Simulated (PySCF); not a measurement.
Telling isomers of C₄H₂F₄ apart by NMR

Computational details: couplings computed with B3LYP/pcJ-1 (spin–dipole term left out of most H,H and C,H couplings), geometry from GFN2-xTB, PBE0/pcSseg-1 with gauge-including orbitals, in PySCF 2.14.0 with density-fitted response routines (gas phase, one averaged value for each set of equivalent atoms, non-relativistic, one computed conformer).

References, each an isolated molecule treated in the same way: ¹H (31.72 ppm), ¹³C (186.93 ppm) against TMS. Multiplet labels drop J under 1 Hz and among equivalent protons, and merge close values. Unscaled 3J(H,H) run several per cent high. Splittings of carbon signals by F and P are missing where no couplings were computed. Where no couplings were computed, multiplicities follow the n + 1 count of equivalent neighbours, and m marks all less simple cases (inequivalent or close neighbours, rings, F or P nearby). One-bond C–F couplings are unscaled and too large by tens of Hz. Shifts are as computed. Against solution values, carbons near 30 ppm lie about +3 ppm off and those near 130 ppm about +5 ppm. Of 1309 compounds with measured shifts, 239 miss one by over three times the rms of a fit or turn the order of signals round; such compounds aren't used in these exercises.

(1) Tabulate the signals of `FCC#CC(F)(F)F`, `FC1=C[C@H]1C(F)(F)F` and their relative energies.

(2) What is the quickest way to tell FCC#CC(F)(F)F from FC1=C[C@H]1C(F)(F)F?

## Answers

(1) 
```tsv
SMILES	carbon types	δC	δH	E rel. (kcal/mol)
FCC#CC(F)(F)F	3×C 1×CH2	123.4, 89.8, 84.7, 72.1	5.46 (dq, 2H)	0.0
FC1=C[C@H]1C(F)(F)F	2×C 2×CH	151.1, 133.7, 73.9, 34.1	4.99 (m, 1H), 2.70 (m, 1H)	7.8
```

Energies are electronic energies at PBE0/pcSseg-1 on these geometries, without zero-point or thermal terms, each for the one conformer computed, which needn't be the lowest.

(2) Both give the same number of carbon signals, but DEPT or the intensities differ. The first has a propargylic sp3 CH2 bonded to F at 72.1 ppm, the second an alkene CH at 73.9 ppm. Their most deshielded carbons lie at 123.4 and 151.1 ppm. In the proton spectra the most deshielded non-exchanging signals are 5.46 (dq, J = 52.9, 3.8 Hz, 2H) and 4.99 (m, 1H).
